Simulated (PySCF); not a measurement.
Level of theory: PBE-D3(BJ)/def2-TZVP // r2SCAN-D4/def2-SVP run with PySCF. All species are isolated molecules in the gas phase. One relaxed conformer stands for a flexible species; it need not be the lowest. 

Reference species: [Ta(Cl)3(NH2)2] (neutral, multiplicity 1).

* **mean distance from the central atom to its bonded neighbours**: 2.201 Å
* **HOMO**: -6.94 eV

Changed species: [Ta(Cl)5] (0 of 5 Cl replaced by NH2; the reference has 2 of 5 Cl replaced by NH2).

Give the shifts of the mean distance from the central atom to its bonded neighbours and HOMO.

the mean distance from the central atom to its bonded neighbours goes up by 0.111 Å, to 2.312 Å; the HOMO falls by 0.89 eV, to -7.83 eV.
